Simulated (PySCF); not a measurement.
BH₃, SMILES B.

Coordinates come from a B3LYP-D3(BJ)/def2-TZVPD optimisation. The isomer is the one that the SMILES or the coordinates give; other isomers of the formula were not compared.

These are TDA-CAM-B3LYP/def2-TZVPD in PySCF values and carry that method's errors.

Vertical excitations; the highest root listed may be one member of a degenerate set. The molecule is in vacuum. State labels are in the subgroup C2v.

Computed UV-visible absorptions:
```tsv
state	symmetry	energy (eV)	λ (nm)	f	main pairs
S1	A2	5.88	211	0.000	HOMO→LUMO (degenerate set)
S2	B2	5.88	211	0.000	HOMO−1→LUMO (degenerate set)
S3	B1	9.40	132	0.113	HOMO→LUMO+1 (degenerate set)
S4	A1	9.40	132	0.113	HOMO−1→LUMO+1 (degenerate set)
S5	B1	10.88	114	0.000	HOMO→LUMO+3 36 %, HOMO−1→LUMO+2 36 %, HOMO→LUMO+5 13 %, HOMO−1→LUMO+4 13 %
S6	B1	11.14	111	0.007	HOMO−1→LUMO+2, HOMO→LUMO+3 (degenerate set)
S7	A1	11.14	111	0.007	HOMO−1→LUMO+3, HOMO→LUMO+2 (degenerate set)
S8	A1	11.41	109	0.000	HOMO−1→LUMO+5 33 %, HOMO→LUMO+4 33 %, HOMO→LUMO+2 16 %, HOMO−1→LUMO+3 16 %
S9	B1	11.46	108	0.000	HOMO→LUMO+5 35 %, HOMO−1→LUMO+4 35 %, HOMO→LUMO+3 14 %, HOMO−1→LUMO+2 14 %
S10	B1	11.58	107	0.101	HOMO→LUMO+6 35 %, HOMO−1→LUMO+4 31 %, HOMO→LUMO+5 31 %
T1	A2	5.10	243	0	HOMO→LUMO (degenerate set)
T2	B2	5.10	243	0	HOMO−1→LUMO (degenerate set)
T3	A1	9.14	136	0	HOMO−1→LUMO+1 (degenerate set)
T4	B1	9.14	136	0	HOMO→LUMO+1 (degenerate set)
```
Triplets are in the Tamm–Dancoff approximation.
